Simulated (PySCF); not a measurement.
Geometries of 2 isomers of C4H9OPSi, from PBE0-D3(BJ)/def2-SVP geometry optimisation, gas phase (PySCF 2.14.0). One conformer each, no zero-point energy, no frequencies.

Question: Which is lower in electronic energy at this level?
A.
```xyz
16
angstrom
O     -2.739   -1.889   -0.395
P     -1.921   -0.644   -0.494
C     -0.192   -0.731   -1.036
C      0.627   -0.017   -0.244
Si     2.486    0.080   -0.514
C     -0.038    0.732    0.895
C     -1.476    0.227    1.057
H     -2.487    0.364   -1.339
H      0.135   -1.309   -1.904
H      2.896    1.500   -0.741
H      2.865   -0.751   -1.692
H      3.187   -0.412    0.712
H     -0.024    1.811    0.660
H      0.542    0.626    1.827
H     -2.200    1.014    1.312
H     -1.544   -0.554    1.831
```
B.
```xyz
16
angstrom
C     -0.554    2.385   -1.158
C     -0.163    1.144   -0.853
C     -0.866    0.252    0.086
C     -0.074   -0.766    0.988
Si     1.794   -0.924    0.960
P     -1.152   -1.502   -0.239
O     -2.394   -2.292   -0.013
H     -0.003    2.990   -1.882
H     -1.437    2.836   -0.697
H      0.731    0.735   -1.341
H     -1.712    0.715    0.609
H     -0.493   -0.832    2.001
H      2.185   -2.066    1.838
H      2.263   -1.201   -0.433
H      2.449    0.329    1.442
H     -0.336   -1.846   -1.347
```

Answer: A. That is `O=[P@@H]1C=C([SiH3])CC1`, 31.8 kcal/mol below the other.

| SMILES | atoms numbered as above | E (Eh) | relative (kcal/mol) | relative (kJ/mol) | dipole (D) |
| --- | --- | --- | --- | --- | --- |
| O=[P@@H]1C=C([SiH3])CC1 | [O:1]=[P@@H:2]1[CH:3]=[C:4]([SiH3:5])[CH2:6][CH2:7]1 | -863.02117 | 0.0 | 0.0 | 4.26 |
| C=C[C@@H]1[C@H]([SiH3])[P@H]1=O | [CH2:1]=[CH:2][C@@H:3]1[C@H:4]([SiH3:5])[P@H:6]1=[O:7] | -862.97049 | 31.8 | 133.1 | 3.21 |

As drawn, the higher has a three-membered ring, which the lower lacks.
